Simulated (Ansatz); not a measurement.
ClFH$_{2}$OSi$_{2}$, 7 atoms. Total charge 0; spin multiplicity 1. The bonds changed during the relaxation, so this is another structure than the one it started from. All runs use 2 threads of an Arm Neoverse V2 on a shared host. Correlated methods freeze the cores.

**Question.** How many basis functions does each run have, and how long does it take in Ansatz? RKS PBE0-D4/def2-TZVP relaxation (37 steps); RKS r2SCAN0-D4/def2-TZVPP energy; RKS SPW92 (LDA)/def2-TZVPP energy; RKS PBE0-D4/def2-SVP energy; direct RPA on PBE orbitals/def2-TZVPP energy; RKS ωB97M-V/def2-QZVPP energy; RKS ωB97M-V/def2-SVP energy; RHF-CCSD(T)/def2-SVP energy; RKS PBE0-D4/def2-TZVPP energy; RKS ωB97X-V/def2-TZVPP energy; RHF-MP2/def2-QZVPP energy; RKS PBE0-D4/def2-TZVP frequencies. (An estimate is asked.)

**Answer.** The calculation gave: Other jobs shared the machine, so times are rough.

```
                                level                    job  functions  wall time  peak host memory (GiB)
                 RKS PBE0-D4/def2-SVP                 energy         92      1.3 s                    0.17
           RKS SPW92 (LDA)/def2-TZVPP                 energy        216      1.4 s                    0.27
                 RHF-CCSD(T)/def2-SVP                 energy         92      3.1 s                    0.28
               RKS PBE0-D4/def2-TZVPP                 energy        216      3.3 s                    0.54
direct RPA on PBE orbitals/def2-TZVPP                 energy        216      5.5 s                    0.42
                 RKS ωB97M-V/def2-SVP                 energy         92      6.5 s                    0.27
            RKS r2SCAN0-D4/def2-TZVPP                 energy        216      6.5 s                    0.57
               RKS ωB97X-V/def2-TZVPP                 energy        216       10 s                    0.65
               RKS ωB97M-V/def2-QZVPP                 energy        384       23 s                     1.4
                   RHF-MP2/def2-QZVPP                 energy        384       23 s                     1.7
                RKS PBE0-D4/def2-TZVP            frequencies        185      120 s                    0.47
                RKS PBE0-D4/def2-TZVP  relaxation (37 steps)        185    2.6 min                     0.5
```
